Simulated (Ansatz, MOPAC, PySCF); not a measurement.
Species: SnS, net charge 0, singlet state. SMILES: [S]=[Sn]
Structure (B3LYP-D3(BJ)/def2-TZVP (Ansatz, a program for electronic structure) minimum search):
```xyz
2

Sn     0.0000     0.0000    -0.5388
S      0.0000     0.0000     1.6838
```

Property: size of the dipole moment, in D. Set-up: 6-31G* and kin with 6d, 5d where marked; no spin-orbit coupling; LANL2DZ with its own core potentials from Na on; def2 sets with scalar-relativistic core potentials past Kr; PM7 with its own dispersion and hydrogen-bond terms; STO-3G and 3-21G all-electron and non-relativistic. First-principles rows: single points at B3LYP-D3(BJ) geometries (Ansatz). Semi-empirical rows: dipoles at the shared geometry.

```
level                                    program  size of the dipole moment (D)
---------------------------------------  -------  -----------------------------
AM1                                        MOPAC                           4.69
PM3                                        MOPAC                           3.17
PM6                                        MOPAC                           3.77
PM7                                        MOPAC                           5.07
MNDO                                       MOPAC                           3.90
PBE/STO-3G                                Ansatz                           0.58
PBE/LANL2DZ                               Ansatz                           3.42
PBE/6-31G* with LANL2DZ past Ar           Ansatz                           3.19
BLYP/6-31G* with LANL2DZ past Ar          Ansatz                           3.15
BP86/def2-SVP                              PySCF                           2.73
B3LYP/LANL2DZ                             Ansatz                           3.83
B3LYP/6-31G* with LANL2DZ past Ar         Ansatz                           3.55
M06-2X/6-31G* with LANL2DZ past Ar (5d)    PySCF                           4.09
```

No value to compare with is used here. The 13 habitual levels span 0.58 (PBE/STO-3G) to 5.07 D (PM7).

The levels are drawn from those run, B3LYP/6-31G* more often than the rest, none by its result; runs whose electronic state is in doubt are left out.
